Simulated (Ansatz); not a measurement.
Wavefunction ladder for CH5BOSi, SMILES `B1OC[SiH2]1`

Cartesian coordinates in Å:
```
B -0.604 1.273 -0.216
O -0.575 0.756 1.039
C 0.099 -0.538 0.931
Si 0.353 -0.344 -0.963
H -1.102 2.336 -0.433
H 0.985 -0.529 1.568
H -0.578 -1.320 1.277
H 1.774 -0.279 -1.403
H -0.352 -1.355 -1.799
```

Charge 0, multiplicity 1. Geometry: relaxed with PBE0-D4/def2-TZVP. Frozen core, restricted reference, the Gaussian-basis code of Ansatz. CBS rows extrapolate triple and quadruple zeta; past MP2 they add the triple-zeta difference.

```csv
basis,HF (Eh),MP2 corr.
def2-SVP,-429.04299,-0.49937
def2-TZVPP,-429.30969,-0.62132
def2-QZVPP,-429.32520,-0.66592
```

Q: Estimate the CCSD correlation energy and the (T) correction in each basis where they were run (hartree).

A: 
```tsv
basis	CCSD corr.	(T)
def2-SVP	-0.54433	-0.01705
def2-TZVPP	-0.65949	-0.02728
CBS(def2)	-0.73712	as TZ
```
